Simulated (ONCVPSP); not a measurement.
## Before and after: ONCV potential for W (Z = 74)

- Element: tungsten (W)
- Generator: ONCVPSP 4.0.1
- Type: optimised norm-conserving Vanderbilt (ONCV)
- Functional: PBE
- Relativity: fully relativistic
- Frozen core: [Kr] 4d10 4f14
- Valence charge: 14
- Reference configuration: 5s2 5p6 5d3 (charge +3)
- Partial waves: 5s: rc 1.15 bohr, ncon 4, nbas 9, qcut 5.5 1/bohr, 2 projectors, debl 0.5 Ha; 5p: rc 1.35 bohr, ncon 5, nbas 8, qcut 5.4 1/bohr, 2 projectors, debl 3.6 Ha; 5d: rc 2.10 bohr, ncon 4, nbas 8, qcut 8.4 1/bohr, 2 projectors, debl 2.2 Ha
- Local potential: polynomial inside 0.85 bohr (lpopt 5, dvloc0 3 Ha)
- Core correction: Teter function, fcfact 4.5, rcfact 1.6

Open shells are filled in proportion to 2j + 1.

In the s channel the program set the typed energies aside and used -3.960, 0.250 Ha.

All-electron outer shells of the reference configuration (PBE, scalar-relativistic, ld1.x):

```csv
shell,level (eV),outermost node (bohr),outermost maximum (bohr)
5p,-71.83,0.57,1.09
4f,-62.26,–,0.43
5d,-31.11,0.63,1.43
```

Change: all radii but the core radius scaled by about 1.14 (s 1.32, p 1.54, d 2.40 bohr); local potential polynomial inside 0.96 bohr (lpopt 5, dvloc0 3 Ha).

Cutoffs: the cutoffs (Ha) at which the residual kinetic energy of the hardest occupied pseudo-wave falls to 1 and 0.1 mHa per electron; they do not see the model core or the augmentation charge, which bear on the density cutoff. Errors are all-electron minus pseudo energies relative to the spin-unpolarised reference configuration.

Question: Predict the effect on cutoff, ghosts and configuration errors.

Answer: The potential gets softer (168 Ha and 194 Ha → 118 Ha and 142 Ha); the bound ghost in s disappears; the lowest positive-energy flag moves from p3/2 at 182.5 eV to s at 40.4 eV; the errors of the 4 common tests hardly move. A larger radius leaves more room for a smooth pseudo-wave, so fewer plane waves are needed.

```tsv
quantity	base	changed
cutoff, loose	168 Ha	118 Ha
cutoff, tight	194 Ha	142 Ha
loose cutoff by channel	s 168 Ha, p 95 Ha, d 17 Ha	s 118 Ha, p 69 Ha, d 15 Ha
bound ghosts	s	none
GHOST(+) flags under 300 eV	p3/2 at 182.5 eV, p1/2 at 259.0 eV	s at 40.4 eV, p3/2 at 260.8 eV, p1/2 at 278.6 eV
error for 5s2 5p6 5d4 6s2, meV [ΔE -49.94 eV]	-33	-35
error for 5s2 5p6 5d4 6s1, meV [ΔE -41.05 eV]	-32	-32
error for 5s2 5p6 5d4, meV [ΔE -25.37 eV]	-27	-27
error for 5s2 5p6 5d4 6p2, meV [ΔE -40.77 eV]	-15	-17
rms error of d²Exc/dni dnj with the model core, mHa	1.69	1.64
```

 A true bound ghost makes a file unfit for plane-wave use even where its test errors are small: the radial tests pick states by their node count and pass the ghost by.
